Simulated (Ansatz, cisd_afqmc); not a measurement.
Species: BH$_{2}$, charge 0, doublet. BH2 (SMILES [BH2], doublet).
B3LYP-D3(BJ)/def2-TZVP minimum from Ansatz (a program for electronic structure):
```
B
H 1 1.1869
H 1 1.1869 2 129.56
```
Charge 0, spin multiplicity 2.

Total energies in aug-cc-pVDZ, 5 correlated electrons, 1 frozen orbitals. Radicals and triplets start from unrestricted determinants; spin-orbit coupling is neglected. Correlated methods leave the cores frozen. No relativity. AFQMC/CISD: phaseless, guided by CISD from CCSD amplitudes; bars are statistical, one sigma. Outlying blocks are dropped, and bars are widened where a walk drifts. Over all cases where full CI ran beside it in this data, AFQMC minus full CI had a median of +0.1 mEh and passed +0.4 mEh in a tenth of the cases. Full CI freezes restricted core orbitals and the other rows unrestricted ones, which leaves a small offset even where coupled cluster is exact.

| method | program | energy (Eh) | error against FCI (mEh) |
|---|---|---|---|
| HF | Ansatz | -25.75367 | 90.55 |
| MP2 | Ansatz | -25.82236 | 21.86 |
| CCSD | Ansatz | -25.84242 | 1.79 |
| CCSD(T) | Ansatz | -25.84378 | 0.43 |
| CCSDT(Q) | Ansatz | -25.84422 | 0.00 |
| CCSDTQ | Ansatz | -25.84422 | -0.01 |
| AFQMC/CISD | cisd_afqmc | -25.8442 ± 0.0001 | 0.0 ± 0.1 |
| FCI | Ansatz | -25.84422 | 0.00 |

Rough core times of Ansatz's runs on a shared machine: CCSD(T) under 20 s, CCSDT(Q) 20 s, CCSDTQ 2 min, FCI 30 s.
